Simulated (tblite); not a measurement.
Compound: C4H10Ge.
SMILES with atom numbers: `[CH2:1]=[C:2]([CH3:3])[CH2:4][GeH3:5]` (hydrogens: H6, H7 on C1; H8, H9, H10 on C3; H11, H12 on C4; H13, H14, H15 on Ge5)

Computed with GFN2-xTB (tblite), gas phase: L-BFGS steps from a force-field or distance-geometry start until the largest atomic force falls under 0.01 eV/Å.

Geometry at step 5:
```
atom  x, y, z in Å
C1     -1.5834    0.9925    0.5241
C2     -0.7886    0.2705   -0.2461
C3     -1.2052   -1.1004   -0.6627
C4      0.5383    0.7938   -0.6771
Ge5     2.0881   -0.2818   -0.0769
H6     -2.5368    0.6167    0.8460
H7     -1.3206    1.9787    0.8567
H8     -0.5848   -1.8559   -0.1830
H9     -2.2402   -1.2631   -0.3624
H10    -1.1157   -1.2323   -1.7376
H11     0.5863    0.8754   -1.7668
H12     0.6605    1.8106   -0.2822
H13     2.8984    0.5438    0.8476
H14     2.9114   -0.6249   -1.2635
H15     1.6879   -1.5156    0.6565
```

**Question.** What forces act on the atoms?

**Answer.** 
| atom | Fx (eV/Å) | Fy (eV/Å) | Fz (eV/Å) |
| --- | --- | --- | --- |
| C1 | -0.119 | 0.095 | 0.106 |
| C2 | -0.033 | 0.088 | 0.123 |
| C3 | -0.090 | -0.050 | -0.064 |
| C4 | 0.032 | 0.156 | -0.063 |
| Ge5 | -0.259 | 0.118 | -0.015 |
| H6 | -0.117 | 0.029 | 0.069 |
| H7 | 0.020 | 0.116 | 0.055 |
| H8 | 0.082 | -0.028 | 0.024 |
| H9 | 0.086 | -0.109 | -0.110 |
| H10 | 0.006 | 0.015 | -0.099 |
| H11 | -0.079 | -0.091 | -0.001 |
| H12 | -0.010 | -0.157 | -0.099 |
| H13 | 0.221 | 0.035 | 0.136 |
| H14 | 0.183 | -0.157 | -0.039 |
| H15 | 0.078 | -0.062 | -0.023 |

The largest, 0.29 eV/Å, acts on Ge5; the rms over all components is 0.101 eV/Å. The forces sum to zero within rounding, as they must for an isolated molecule in no field.

**Question.** Give the force on Ge5 in Eh/bohr and in nN.

**Answer.** 0.285 eV/Å ÷ 51.422 = 0.00554 Eh/bohr, and 0.285 eV/Å × 1.602 = 0.46 nN.

**Question.** How far is this geometry from the end of the optimisation?

**Answer.** 0.115 eV above it, and 0.555 Å rms away after alignment. The bonds farthest from their final lengths, with half the difference of the two atoms' forces along the bond (positive lengthens):

| bond | now (Å) | final (Å) | force along bond (eV/Å) |
| --- | --- | --- | --- |
| Ge5–H14 | 1.484 | 1.498 | +0.16 |
| Ge5–H13 | 1.481 | 1.494 | +0.16 |
| Ge5–H15 | 1.490 | 1.497 | +0.03 |
| C4–H12 | 1.098 | 1.091 | -0.15 |
| C2–C3 | 1.492 | 1.497 | +0.10 |
| C2–C4 | 1.490 | 1.495 | +0.07 |

The angle farthest from its final value is C3–C2–C4, 119.4° against 115.3°.

Of the 2 listed bonds off by 0.010 Å or more, this force points towards the final length in 2.

The cost below is that of the whole relaxation. Hardware: an Arm Neoverse V1 with one thread, shared host with 32 logical CPUs at a one-minute load of 16. Cost: 0.78 s.
